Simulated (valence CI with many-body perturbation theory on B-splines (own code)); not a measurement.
# Level structure of Bi50+

Computed by relativistic CI+MBPT: five valence electrons over a frozen Dirac-Fock core [Ar] 3d10, radial functions for each j: 9 s, 9 p, 8 d, 6 f, 3 g, 1 h, with the one-electron correlation potential Σ1, the two-electron term Σ2, the three-electron term Σ3, Breit, model QED; selected CI, second order for the rest, scaled by the run's own slope (own B-spline code, finite nucleus).

No measured spectrum was set against this ion. As an estimate, large intervals hold to a few tenths of a per cent, small ones and those within an open d or f shell to about a per cent. Among the levels kept, up to 660 cm⁻¹ of a level comes from second order outside the variational space, and about a tenth of that is noise between levels of different J, which matters for small intervals.

Levels 1 to 36 of 36, with energies above the lowest level, (4s^2 4p1/2^2 4p3/2) J=3/2. "Leading %" is the weight of the configuration and term that name the level; weights of strongly mixed levels are sums over their largest components and can fall short, so below about 35 % the name and the second component can differ from the true leading terms, or belong to a minority configuration. In the jj column 3d3/2^4 stands for four electrons in 3d with j = 3/2. Lifetimes count E1, E2, E3, M1 and M2 decay at the calculated energies, and are blank where another channel may lead or the interval is too uncertain; long ones can be off by a factor of two.

```tsv
No.	Configuration	Term	J	E (Ry)	Leading %	Lifetime	Second component	Leading jj
1	4s2 4p3	2P°	3/2	0.000	48		27 % 4s2 4p3 2D°	4s^2 4p1/2^2 4p3/2 (99 %)
2	4s2 4p3	4S°	3/2	12.456	55	21.1 ns	44 % 4s2 4p3 2D°	4s^2 4p1/2 4p3/2^2 (99 %)
3	4s2 4p3	2D°	5/2	12.926	99	92.1 ns		4s^2 4p1/2 4p3/2^2 (99 %)
4	4s2 4p3	2P°	1/2	13.524	99	33.6 ns		4s^2 4p1/2 4p3/2^2 (99 %)
5	4s2 4p2 4d	2D	3/2	13.713	40	35.8 ps	34 % 4s2 4p2 4d 4F	4s^2 4p1/2^2 4d3/2 (99 %)
6	4s2 4p2 4d	2D	5/2	17.020	32	2.75 ps	20 % 4s2 4p2 4d 4D	4s^2 4p1/2^2 4d5/2 (96 %)
7	4s 4p4	4P	5/2	21.482	67	2.87 ps	27 % 4s 4p4 2D	4s 4p1/2^2 4p3/2^2 (94 %)
8	4s 4p4	2S	1/2	22.772	60	1.50 ps	27 % 4s 4p4 4P	4s 4p1/2^2 4p3/2^2 (93 %)
9	4s 4p4	2P	3/2	22.918	43	788 fs	33 % 4s 4p4 2D	4s 4p1/2^2 4p3/2^2 (89 %)
10	4s2 4p3	2P°	3/2	26.066	51	8.37 ns	28 % 4s2 4p3 2D°	4s^2 4p3/2^3 (98 %)
11	4s2 4p2 4d	4F	5/2	26.091	46	55.9 ps	46 % 4s2 4p2 4d 2F	4s^2 4p1/2 4p3/2 4d3/2 (98 %)
12	4s2 4p2 4d	4F	3/2	26.148	38	6.58 ps	27 % 4s2 4p2 4d 4D	4s^2 4p1/2 4p3/2 4d3/2 (97 %)
13	4s2 4p2 4d	4D	1/2	26.159	80	52.6 ps	15 % 4s2 4p2 4d 2P	4s^2 4p1/2 4p3/2 4d3/2 (99 %)
14	4s2 4p2 4d	2G	7/2	26.574	51	483 ps	26 % 4s2 4p2 4d 2F	4s^2 4p1/2 4p3/2 4d3/2 (97 %)
15	4s2 4p2 4d	2D	5/2	27.846	36	313 fs	24 % 4s2 4p2 4d 2F	4s^2 4p1/2 4p3/2 4d3/2 (93 %)
16	4s2 4p2 4d	2D	3/2	27.991	35	236 fs	26 % 4s2 4p2 4d 2P	4s^2 4p1/2 4p3/2 4d3/2 (91 %)
17	4s2 4p2 4d	2P	1/2	28.072	38	288 fs	35 % 4s2 4p2 4d 4P	4s^2 4p1/2 4p3/2 4d3/2 (95 %)
18	4s2 4p2 4d	4D	7/2	28.816	48	796 ps	36 % 4s2 4p2 4d 4F	4s^2 4p1/2 4p3/2 4d5/2 (99 %)
19	4s2 4p2 4d	2P	3/2	29.306	45	4.09 ps	24 % 4s2 4p2 4d 4P	4s^2 4p1/2 4p3/2 4d5/2 (95 %)
20	4s2 4p2 4d	2G	9/2	29.349	62	636 ns	37 % 4s2 4p2 4d 4F	4s^2 4p1/2 4p3/2 4d5/2 (99 %)
21	4s2 4p2 4d	2F	5/2	29.495	35	3.88 ps	28 % 4s2 4p2 4d 2D	4s^2 4p1/2 4p3/2 4d5/2 (95 %)
22	4s2 4p2 4d	2D	5/2	30.480	38	826 fs	35 % 4s2 4p2 4d 4P	4s^2 4p1/2 4p3/2 4d5/2 (94 %)
23	4s2 4p2 4d	2F	7/2	30.530	60	1.24 ps	17 % 4s2 4p2 4d 4F	4s^2 4p1/2 4p3/2 4d5/2 (96 %)
24	4s2 4p2 4d	2D	3/2	30.752	61	1.80 ps	20 % 4s2 4p2 4d 2P	4s^2 4p1/2 4p3/2 4d5/2 (97 %)
25	4s2 4p2 4d	2P	1/2	30.880	55	1.39 ps	36 % 4s2 4p2 4d 2S	4s^2 4p1/2 4p3/2 4d5/2 (96 %)
26	4s2 4p2 4f	2F°	5/2	32.184	38	3.73 ps	29 % 4s2 4p2 4f 4G°	4s^2 4p1/2^2 4f5/2 (95 %)
27	4s2 4p2 4f	2F°	7/2	33.164	33	4.70 ps	16 % 4s2 4p2 4f 4F°	4s^2 4p1/2^2 4f7/2 (94 %)
28	4s 4p4	4P	3/2	34.458	74	936 fs	16 % 4s 4p4 2D	4s 4p1/2 4p3/2^3 (92 %)
29	4s 4p3 4d	4D°	5/2	34.949	29	16.2 ps	21 % 4s 4p3 4d 4F°	4s 4p1/2^2 4p3/2 4d3/2 (95 %)
30	4s 4p3 4d	4D°	3/2	35.005	27	9.03 ps	24 % 4s 4p3 4d 6D°	4s 4p1/2^2 4p3/2 4d3/2 (97 %)
31	4s 4p3 4d	4P°	1/2	35.021	46	19.5 ps	30 % 4s 4p3 4d 6D°	4s 4p1/2^2 4p3/2 4d3/2 (97 %)
32	4s 4p4	2D	5/2	35.187	67	930 fs	25 % 4s 4p4 4P	4s 4p1/2 4p3/2^3 (92 %)
33	4s 4p3 4d	4F°	7/2	35.425	23	13.3 ps	18 % 4s 4p3 4d 6D°	4s 4p1/2^2 4p3/2 4d3/2 (88 %)
34	4s 4p4	2P	1/2	36.097	57	430 fs	33 % 4s 4p4 4P	4s 4p1/2 4p3/2^3 (90 %)
35	4s 4p3 4d	2D°	3/2	36.161	29	1.47 ps	14 % 4s 4p3 4d 4F°	4s 4p1/2^2 4p3/2 4d3/2 (87 %)
36	4s 4p4	2P	3/2	36.189	45	443 fs	41 % 4s 4p4 2D	4s 4p1/2 4p3/2^3 (90 %)
```

The ionisation energy to 4s2 4p2 3P_0 of the next ion comes out as 2837.4 eV (NIST: 2835 ± 4 eV (theoretical)). All 36 levels together are meant to be complete up to 36.422 Ry.
